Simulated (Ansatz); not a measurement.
Total energies of the cluster Li4H3 from Ansatz at PBE-D4/def2-TZVP, gas phase (1 Eh = 27.2114 eV = 2625.5 kJ/mol). The reference geometry is relaxed at PBE-D4/def2-TZVP.

```xyz
7

Li   -0.229    0.071   -1.697
Li    0.265    1.114    0.519
Li    1.227   -1.173    0.230
Li   -1.434   -0.710    0.626
H     1.308    0.344   -0.767
H     0.142   -0.431    1.485
H    -1.280    0.785   -0.396
```

| state | geometry | energy (Eh) |
| --- | --- | --- |
| charge 0 doublet | reference | -31.78964 |
| charge 1 singlet | reference | -31.61126 |
| charge 1 singlet | relaxed at PBE-D4/def2-TZVP | -31.63271 |
| free Li atom (doublet) | – | -7.46192 |
| free H atom (doublet) | – | -0.49962 |

Task: Work out the vertical ionisation energy to the singlet.

Result: E(charge 1 singlet) − E(charge 0 doublet) = -31.61126 − (-31.78964) = 0.17838 Eh = 4.85 eV. For comparison, −ε of the highest occupied level of the spin that leaves is 2.58 eV at this level, 2.27 eV less.

Task: How much does the charge 1 singlet relax, and what is the adiabatic ionisation energy?

Result: Relaxation: -31.61126 − (-31.63271) = 0.02145 Eh = 0.58 eV. Adiabatic ionisation energy: 0.15693 Eh = 4.27 eV, without zero-point energy. 

Task: What is the binding energy per atom against free atoms?

Result: Atoms: 4 × (-7.46192) + 3 × (-0.49962) = -31.34654 Eh. Binding: -31.34654 − (-31.78964) = 0.44310 Eh = 12.06 eV, or 1.72 eV for each of 7 atoms (no zero-point energy, no counterpoise term).

The structure comes from a short search, and lower isomers may exist.
